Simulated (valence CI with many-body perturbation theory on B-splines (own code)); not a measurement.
**Xe40+ in brief**

Calculated by configuration interaction combined with many-body perturbation theory (CI+MBPT): four valence electrons over a frozen Dirac-Fock core [Ne], radial functions for each j: 9 s, 9 p, 8 d, 6 f, 3 g, 1 h, with the one-electron correlation potential Σ1, the two-electron term Σ2, the three-electron term Σ3, Breit, model QED; selected CI, second order for the rest, scaled by the run's own slope (own B-spline code, finite nucleus).

The last digits are not significant, and no measured levels were compared; by estimate large intervals hold to a few tenths of a per cent, small ones and those within an open d or f shell to about a per cent.

Levels are named by their leading jj configuration (3d3/2^4 stands for four electrons in 3d with j = 3/2), which in mixed levels can hold well under half, so a name can repeat and another be missing.

Rates and lifetimes use the calculated energies. Strong lines usually hold to 10 to 20 %, long lifetimes can be off by a factor of two.

(1) What is the ground level?

(2) Name the longest-lived excited levels whose lifetime is computed, and their main decay.

(3) Where does the other parity begin?

(4) What is the ionisation energy?

(5) Among levels below 393.12 eV, which E1 lines absorb most strongly from the ground level?

Answers

(1) (3s^2 3p1/2^2) J=0, composition 72 % 3s2.3p2 3P + 27 % 3s2.3p2 1S.

(2) (3s^2 3p1/2 3p3/2) J=2 at 80.23 eV lives 81.3 μs, mostly by E2 to (3s^2 3p1/2^2) J=0; (3s^2 3p3/2 3d5/2) J=4 at 321.67 eV lives 431 ns, mostly by M1 to (3s^2 3p1/2 3d5/2) J=3; (3s^2 3p1/2 3p3/2) J=1 at 73.83 eV lives 363 ns, mostly by M1 to (3s^2 3p1/2^2) J=0.

(3) At (3s 3p1/2^2 3p3/2) J=2, 175.76 eV.

(4) 2977.5 eV; NIST lists 2975 ± 4 eV (theoretical).

(5) to (3s^2 3p1/2 3d3/2) J=1 at 5.011 nm, f = 0.662; to (3s 3p1/2^2 3p3/2) J=1 at 6.338 nm, f = 0.149; to (3s 3p1/2 3p3/2^2) J=1 at 4.491 nm, f = 0.0105.
